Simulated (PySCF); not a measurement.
Be(H)(SiH3) (BeH₄Si), SMILES [BeH][SiH3]. Atoms are numbered in the order given.

```xyz
6

Be     0.0000     0.0000    -1.7037
H      0.0000     0.0000    -3.0346
Si     0.0000     0.0000     0.4804
H      1.1943     0.6895     1.0413
H      0.0000    -1.3791     1.0413
H     -1.1943     0.6895     1.0413
```
Charge 0, spin multiplicity 1.

Geometry optimised at B3LYP-D3(BJ)/def2-TZVP.

The numbers are results of PBE/def2-TZVPD in PySCF, not measurements.

Symmetry labels are those of the subgroup Cs that the program uses (full group C3v).

### Question
List the valence orbital energies around the gap with their symmetry. (Estimate from the structure and the level; the computed values follow.)

### Answer

| orbital | symmetry | energy (eV) |
|---|---|---|
| HOMO−7 | A" | -93.63 |
| HOMO−6 | A' | -93.63 |
| HOMO−5 | A' | -93.60 |
| HOMO−4 | A' | -13.00 |
| HOMO−3 | A' | -8.31 |
| HOMO−2 | A" | -8.31 |
| HOMO−1 | A' | -8.26 |
| HOMO | A' | -6.76 |
| LUMO | A" | -2.23 |
| LUMO+1 | A' | -2.23 |
| LUMO+2 | A' | -0.34 |
| LUMO+3 | A' | 0.50 |
